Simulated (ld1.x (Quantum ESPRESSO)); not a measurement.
**Logarithmic derivatives: Cr (Z = 24), PAW**

```json
{"Element": "chromium", "Generator": "ld1.x (Quantum ESPRESSO) 7.5", "Type": "PAW", "Functional": "LDA (PZ)", "Relativity": "scalar-relativistic", "Frozen core": "[Ne]", "Valence charge": "14", "Reference configuration": "3s2 3p6 3d5 4s0.5 4p0 (charge +0.5)", "Partial waves": "3s (bound): rcut 1.30, rcutus 1.60 bohr; 4s (bound): rcut 1.30, rcutus 1.60 bohr; 3p (bound): rcut 1.65, rcutus 1.90 bohr; 4p (bound, empty): rcut 1.65, rcutus 1.90 bohr; 3d (bound): rcut 1.65, rcutus 2.15 bohr; 3d channel at 0.2 Ry: rcut 1.65, rcutus 2.15 bohr", "Local potential": "all-electron potential smoothed inside 1.65 bohr (lloc = -2)", "Core correction": "Bessel-smoothed model core inside 0.85 bohr", "Augmentation charge": "BESSEL, radius 1.30 bohr"}
```

The phase is arctan(r·u′/u) with u = r·R(r), unwrapped; energies in Ry, scanned from -8 to 5 Ry. A pole is an energy at which the radial function vanishes at the test radius. The pseudo phase is shifted by a multiple of π to meet the all-electron one at the reference energy, and phase errors are pseudo minus all-electron; the curves can meet again beyond the range given. Levels narrower than the energy grid can be missing from the lists of poles.

Task: For each channel, where are the poles, and over which energies does the pseudopotential scatter like the atom?

Result:

```
channel  radius (bohr)  reference energy (Ry)  poles, all-electron  poles, pseudo  unbroken range about the reference energy with phases within 0.05 rad  phase error 1 Ry above the reference energy (rad)
      s           2.35                  -0.52          -5.61, 2.92    -5.61, 2.90                                                        the whole range                                             -0.001
      p           2.35                  -0.26          -3.50, 3.99    -3.50, 3.95                                                        the whole range                                             -0.001
      d           2.35                  -0.48                -0.13          -0.13                                                              below 2.3                                             +0.000
```

Phases in the s channel:

```json
{"E (Ry)": "-8.00", "all-electron": "1.403", "pseudo": "1.403"}
{"E (Ry)": "-7.52", "all-electron": "1.396", "pseudo": "1.396"}
{"E (Ry)": "-7.04", "all-electron": "1.387", "pseudo": "1.387"}
{"E (Ry)": "-6.56", "all-electron": "1.374", "pseudo": "1.374"}
{"E (Ry)": "-6.08", "all-electron": "1.347", "pseudo": "1.347"}
{"E (Ry)": "-5.60", "all-electron": "-1.616", "pseudo": "-1.616"}
{"E (Ry)": "-5.12", "all-electron": "-1.759", "pseudo": "-1.759"}
{"E (Ry)": "-4.64", "all-electron": "-1.784", "pseudo": "-1.784"}
{"E (Ry)": "-4.16", "all-electron": "-1.804", "pseudo": "-1.804"}
{"E (Ry)": "-3.68", "all-electron": "-1.827", "pseudo": "-1.827"}
{"E (Ry)": "-3.20", "all-electron": "-1.855", "pseudo": "-1.855"}
{"E (Ry)": "-2.72", "all-electron": "-1.891", "pseudo": "-1.891"}
{"E (Ry)": "-2.24", "all-electron": "-1.942", "pseudo": "-1.942"}
{"E (Ry)": "-1.76", "all-electron": "-2.019", "pseudo": "-2.019"}
{"E (Ry)": "-1.28", "all-electron": "-2.150", "pseudo": "-2.150"}
{"E (Ry)": "-0.80", "all-electron": "-2.415", "pseudo": "-2.415"}
{"E (Ry)": "-0.32", "all-electron": "-3.017", "pseudo": "-3.017"}
{"E (Ry)": "0.16", "all-electron": "-3.831", "pseudo": "-3.832"}
{"E (Ry)": "0.64", "all-electron": "-4.263", "pseudo": "-4.264"}
{"E (Ry)": "1.12", "all-electron": "-4.459", "pseudo": "-4.460"}
{"E (Ry)": "1.60", "all-electron": "-4.566", "pseudo": "-4.566"}
{"E (Ry)": "2.08", "all-electron": "-4.633", "pseudo": "-4.635"}
{"E (Ry)": "2.56", "all-electron": "-4.683", "pseudo": "-4.684"}
{"E (Ry)": "3.04", "all-electron": "-4.721", "pseudo": "-4.723"}
{"E (Ry)": "3.52", "all-electron": "-4.755", "pseudo": "-4.758"}
{"E (Ry)": "4.00", "all-electron": "-4.787", "pseudo": "-4.790"}
{"E (Ry)": "4.48", "all-electron": "-4.819", "pseudo": "-4.824"}
{"E (Ry)": "4.96", "all-electron": "-4.854", "pseudo": "-4.862"}
```
